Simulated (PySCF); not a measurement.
Cu²⁺ (copper, charge +2) across methods

[Ar] 3d9, 2D determinant. Computed with PySCF 2.14 in ANO-RCC-VTZP, with scalar relativity by spin-free X2C-1e. The B2PLYP total includes its PT2 part (frozen core); its orbital energies are those of the SCF part.

```csv
method,E (hartree),mean ε 3p β (eV),mean ε 3d α (eV),mean ε 3d β (eV),Σ⟨r²⟩ (bohr²),⟨S²⟩
r2SCAN,-1653.690,-98.974,-30.473,-29.322,15.66,0.751
PBE0,-1653.487,-102.05,-33.020,-31.830,15.66,0.751
UHF,-1652.27282,-116.03,-40.547,-38.885,15.19,0.751
CAM-B3LYP,-1653.831,-103.20,-34.651,-33.523,15.81,0.751
LDA,-1650.803,-97.109,-30.666,-29.563,15.98,0.750
B2PLYP,-1653.442,-107.31,-35.888,-34.559,15.53,0.751
PBE,-1653.469,-97.044,-30.276,-29.218,15.91,0.750
```

Question: Estimate the same row for M06-2X.

Answer: E (hartree) = -1653.759; mean ε 3p β (eV) = -106.78; mean ε 3d α (eV) = -36.234; mean ε 3d β (eV) = -34.897; Σ⟨r²⟩ (bohr²) = 15.59; ⟨S²⟩ = 0.751.
